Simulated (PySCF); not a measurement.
Fe⁺: ionisation energy

Fe⁺ [Ar] 3d6 4s1 (6D) → Fe²⁺ [Ar] 3d6 (5D), as a difference of total energies. Calculation: PySCF 2.14, in pcseg-2 (6s4p3d2f1g, 56 functions); no relativity, point nucleus. Correlated levels: valence: [Ar] frozen. The calculations carry no spin-orbit coupling.

```tsv
method	ionisation energy (eV)
UHF	15.132
B3LYP	16.499
M06-L	15.716
MP2 (valence)	15.690
SCS-MP2 (valence)	15.452
```

Task: How much does correlation contribute at MP2 (valence)?

Result: 15.690 − (15.132) = 0.558 eV, measured against UHF.

These non-relativistic numbers lack the scalar-relativistic shift.

The reference lies between the lowest fine-structure levels, while these numbers refer to the centres of the terms.

Errors of the correlated levels include the incompleteness of this basis and the frozen core.

For comparison: 16.199 eV (measured; NIST Atomic Spectra Database, ionization energies).
